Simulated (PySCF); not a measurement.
Compound: SiMe4, C4H12Si.
Geometry (PBE0-D3(BJ)/def2-SVP, Å), atoms numbered from 1 in this order:
```
atom  x, y, z in Å
Si1   -0.0027   -0.0010    0.0040
C2    -0.0017   -0.0269    1.8881
H3     0.4915   -0.9334    2.2734
H4    -1.0282   -0.0082    2.2878
H5     0.5321    0.8461    2.2965
C6     1.7742    0.0165   -0.6225
H7     1.8069    0.0321   -1.7237
H8     2.3257   -0.8745   -0.2823
H9     2.3142    0.9053   -0.2587
C10   -0.8962    1.5432   -0.6035
H11   -0.9002    1.5932   -1.7040
H12   -0.4098    2.4574   -0.2272
H13   -1.9439    1.5562   -0.2628
C14   -0.8830   -1.5342   -0.6481
H15   -1.9280   -1.5707   -0.3008
H16   -0.3839   -2.4550   -0.3063
H17   -0.8957   -1.5469   -1.7497
```

Jobs on this species (17 atoms, 50 electrons) with PySCF (density fitting). Hardware of each: one thread of an Arm Neoverse V1, no GPU (shared host). Other jobs ran on the host; a repeat could differ by tens of per cent or more. Peak memory is the resident size of the whole Python process, interpreter and libraries included.

```
                                                             level and settings                                                                                                   work  basis functions  SCF cycles  wall time  peak memory
                                                              wB97X-D/def2-SVPD  10 singlets by full TDDFT, 4 Tamm–Dancoff triplets, polarisability, density and orbital grids written              200           ?          ?            ?
                                             PBE0-D3(BJ)/def2-SVP, grid level 1                                           geometry optimisation from a GFN2-xTB start shaken at random              134          34       44 s     0.57 GiB
delta-SCF UKS SCAN, pcX-2 on the ionised atom, pcseg-1 elsewhere, spin-free X2C                                                                          ΔSCF core ionisation, 3 holes              176          38       29 s     0.58 GiB
                                                                   KT2/pcSseg-1                                                                                             shieldings              152          12       23 s     0.86 GiB
                                                                  PBE0/pcSseg-1                             shieldings, charges and field gradients, density and orbital grids written              152          12       27 s     0.87 GiB
```

Fill in the missing figures.

- wB97X-D/def2-SVPD; 10 singlets by full TDDFT, 4 Tamm–Dancoff triplets, polarisability, density and orbital grids written: 62 s, 0.90 GiB, 11 SCF cycles

What do all jobs in the table cost together?

About 3.1 min; the longest takes about 34 % of that, and about 2.7 times as long as the shortest.
